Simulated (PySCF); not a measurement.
**Assignment exercise: C10H8**

Cartesian coordinates in Å; atom numbers follow the order of the lines, from 1:
```xyz
18

C     3.536   -0.797   -0.180
C     2.345   -0.717   -0.046
C     0.957   -0.598    0.142
C    -0.010   -1.299   -0.478
C    -1.372   -0.780   -0.093
C    -1.481    0.220   -1.221
C    -1.014    1.411   -0.843
C    -0.658    1.402    0.576
C     0.367    0.356    1.094
C    -1.106    0.084    1.141
H     4.574   -0.876   -0.308
H     0.134   -2.035   -1.250
H    -2.167   -1.518   -0.020
H    -1.778   -0.072   -2.213
H    -0.900    2.280   -1.467
H    -0.698    2.322    1.141
H     0.939    0.652    1.961
H    -1.676   -0.028    2.049
```

[PySCF: PBE0/pcSseg-1 with gauge-including orbitals; geometry from GFN2-xTB; no solvent; relativity neglected; single conformer]

Scale: TMS for 13C (186.93 ppm), 1H (31.72 ppm) (reference shieldings calculated alike).

Task: Assign these signals to the numbered atoms. 13C{1H} NMR (computed): δ 144.9, 135.5, 128.2, 117.4, 86.0, 85.9, 56.9, 51.2, 49.7, 45.0.

Result: 
144.9 → C4, alkene CH: as expected for a trigonal carbon in a double bond
135.5 → C6, alkene CH
128.2 → C7, alkene CH
117.4 → C3, fully substituted alkene carbon: an sp2 carbon of a C=C bond
86.0 → C1, terminal alkyne carbon: the triple bond shields along its axis, which puts it between sp3 and sp2 carbons
85.9 → C2, alkyne carbon: the triple bond shields along its axis, which puts it between sp3 and sp2 carbons
56.9 → C5, allylic sp3 CH
51.2 → C10, three-membered-ring carbon: a saturated carbon with 3 carbon neighbours and no heteroatom attached
49.7 → C9, three-membered-ring carbon
45.0 → C8, three-membered-ring carbon

C1 and C2; C10 and C9 lie closer than the usual error of such a calculation, so a measured spectrum could show them in the other order.

Task: Assign these signals to the numbered atoms. 1H NMR (600 MHz, computed): δ 6.22 (d, 1H), 5.88 (m, 1H), 5.36 (m, 1H), 3.12 (m, 1H), 3.07 (m, 1H), 2.99 (m, 1H), 2.92 (m, 1H), 2.48 (s, 1H).

Result: 
6.22 → H12, hydrogen on an alkene CH: attached to an sp2 carbon and in the plane of the double bond
5.88 → H14, hydrogen on an alkene CH
5.36 → H15, hydrogen on an alkene CH
3.12 → H17, hydrogen on a three-membered-ring carbon
3.07 → H13, hydrogen on an allylic sp3 CH: allylic position
2.99 → H16, hydrogen on a three-membered-ring carbon
2.92 → H18, hydrogen on a three-membered-ring carbon
2.48 → H11, hydrogen on a terminal alkyne carbon: it lies on the axis of the triple bond, in its shielding cone

H17 and H13; H13 and H16; H16 and H18 lie closer than the usual error of such a calculation, so a measured spectrum could show them in the other order.

Shifts are as computed. Against solution values, carbons near 30 ppm lie about +3 ppm off and those near 130 ppm about +5 ppm. Of 1211 compounds with measured shifts, 218 miss one by over three times the rms of a fit or turn the order of signals round; such compounds aren't used in these exercises. No couplings were computed; multiplicities are counted from neighbouring protons, with m where these are inequivalent, close in shift, in a saturated or five-membered ring or joined by F or P, and br s for small geminal =CH2 splittings.
